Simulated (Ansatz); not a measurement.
C$_{2}$H$_{8}$AlClSi. Charge 0, multiplicity 1. The bonds changed during the relaxation, so this is another structure than the one it started from. All single points use the PBE0-D4/def2-TZVP geometry. It is one conformer, not always the lowest.

```xyz
13

C     0.235    0.346    1.895
C     1.186   -0.146    0.845
Cl    0.880   -1.984    0.512
Al    0.844   -0.184   -1.096
Si   -1.470    0.165   -1.817
H     0.440    1.411    2.052
H    -0.806    0.253    1.580
H     0.357   -0.161    2.856
H     2.225   -0.135    1.176
H     2.095   -0.320   -2.061
H    -1.663    1.527   -2.398
H    -2.432    0.040   -0.683
H    -1.892   -0.812   -2.861
```

Question: What is the dipole moment at ωB97M-V/def2-TZVPP? (Best estimate.)

Answer: The calculation gave: 2.20 D, with components (0.80, 0.92, 1.83) D in this frame, pointing from negative to positive charge.

Question: And with PBE, r2SCAN, B3LYP? (Best estimate.)

Answer: The calculation gave: PBE 2.18 D, r2SCAN 2.24 D, B3LYP 2.19 D.

Question: Give the Mulliken charges with ωB97M-V, PBE, B3LYP in def2-TZVPP. (Estimate.)

Answer: Ansatz gave: 
| atom | ωB97M-V | PBE | B3LYP |
| --- | --- | --- | --- |
| C1 | -0.27 | -0.23 | -0.23 |
| C2 | -0.24 | -0.14 | -0.14 |
| Cl3 | -0.09 | -0.10 | -0.14 |
| Al4 | 0.38 | 0.37 | 0.42 |
| Si5 | -0.07 | -0.04 | 0.03 |
| H6 | 0.11 | 0.09 | 0.09 |
| H7 | 0.10 | 0.09 | 0.09 |
| H8 | 0.12 | 0.09 | 0.10 |
| H9 | 0.16 | 0.13 | 0.13 |
| H10 | -0.12 | -0.13 | -0.15 |
| H11 | -0.03 | -0.05 | -0.07 |
| H12 | -0.03 | -0.05 | -0.07 |
| H13 | -0.03 | -0.04 | -0.06 |

B3LYP here is the variant with VWN-RPA as its local correlation; programs differ in this.
